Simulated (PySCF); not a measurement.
Compound: AlCl3.OEt2, C4H10AlCl3O.
Structure used (PBE0-D3(BJ)/def2-SVP), in Å, numbered top down from 1:
```xyz
19
C4H10AlCl3O angstrom
C      2.1190   -0.2003   -0.7574
C      1.2971   -0.8482    0.3272
O     -0.0240   -0.2654    0.4087
C     -1.0482   -0.8739   -0.4125
C     -1.7328   -1.9988    0.3174
Al    -0.3901    1.4535    1.1556
Cl     1.3620    1.8216    2.2848
Cl    -0.6498    2.6243   -0.5913
Cl    -2.1698    1.1151    2.2494
H      3.1005   -0.6937   -0.8168
H      2.2844    0.8631   -0.5333
H      1.6361   -0.2803   -1.7424
H      1.7461   -0.6980    1.3174
H      1.1591   -1.9278    0.1682
H     -0.5697   -1.1957   -1.3501
H     -1.7461   -0.0633   -0.6665
H     -1.0318   -2.8058    0.5781
H     -2.5186   -2.4267   -0.3225
H     -2.1986   -1.6187    1.2373
```

The computed photoelectron lines, unassigned: C 1s: 291.55 (area 2), 293.45 (area 2) eV; O 1s: 540.57 eV; Al 1s: 1568.33 eV; Cl 1s: 2827.99 eV; Cl 2p3/2: 205.40 eV.

Computed with delta-SCF UKS SCAN, pcX-2 on the ionised atom, pcseg-1 elsewhere, spin-free X2C in PySCF. One conformer (not necessarily the lowest) at the PBE0-D3(BJ)/def2-SVP geometry, without solvent, vibrations or thermal averaging.

Problem. Assign the C 1s lines to atoms.

Solution. 291.55 eV: C1/C5 (methyl carbon); 293.45 eV: C2/C4 (sp3 carbon bound to oxygen). Lowest listed C 1s: C1/C5, bonded to C and 3 H. Highest, 1.90 eV above it: C2/C4, bonded to O, C and 2 H. Summing the Pauling electronegativity differences to the bonded atoms, each weighted by its formal bond order, gives -1.05 for the lowest site and +0.19 for the highest.

Bonded neighbours of each site: C1/C5: C and 3 H; C2/C4: O, C and 2 H; O3: 2 C and Al; Al6: O and 3 Cl; Cl7/Cl8/Cl9: Al.

Problem. Which photon wavelength matches the O 1s of O3 threshold?

Solution. λ = hc/E = 12398.42 eV Å / 540.57 eV = 22.936 Å.

Topologically equivalent atoms share the value of their first member; where this conformer doesn't relate them by symmetry, their own values could differ. Spin–orbit and ligand-field terms were added within each 2p shell after the spin-free SCF. 2p1/2 minus 2p3/2 (ligand field included): Cl 1.65 eV.

On Arm Neoverse V1, one thread (shared host), this took 2.7 min.
